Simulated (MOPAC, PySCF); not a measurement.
C9H5F3, SMILES `C#Cc1cccc(C(F)(F)F)c1`, neutral singlet in the gas phase. 

Cartesian coordinates (Å):
SMILES: C#Cc1cccc(C(F)(F)F)c1
```xyz
17

C      3.2307    -1.9904    -0.7081
C      2.3084    -1.2243    -0.4550
C      1.2341    -0.3284    -0.1598
C      1.4908     1.0314     0.1467
C      0.4350     1.9012     0.4416
C     -0.8895     1.4399     0.4347
C     -1.1531     0.0934     0.1278
C     -2.5807    -0.4005     0.0597
F     -2.6788    -1.7042     0.4115
F     -3.3966     0.3083     0.8754
F     -3.0802    -0.2895    -1.1971
C     -0.1038    -0.7885    -0.1646
H      4.0434    -2.6672    -0.9317
H      2.5299     1.3902     0.1530
H      0.6459     2.9534     0.6840
H     -1.7212     2.1175     0.6738
H     -0.3143    -1.8425    -0.3916
```
Charge 0, spin multiplicity 1.

All levels are single points at this geometry (PBE-D3(BJ)/def2-SVP); Pople sets use spherical d functions. Orbital energies aren't observables, and empty levels follow the basis.

```tsv
level	HOMO (eV)	LUMO (eV)	gap (eV)	dipole (D)	vertical IE, Delta-SCF (eV)
PBE-D3(BJ)/def2-TZVP in PySCF	-6.29	-2.45	3.84	2.41	8.85
B3LYP/6-311+G** in PySCF	-7.11	-1.88	5.22	2.81	–
BP86/6-31G* in PySCF	-5.98	-2.09	3.90	2.15	–
HF/6-31G* in PySCF	-8.94	2.28	11.22	2.81	–
HF/STO-3G in PySCF	-7.18	5.63	12.81	1.83	–
PM6 in MOPAC	-9.79	-0.76	9.03	2.84	–
```
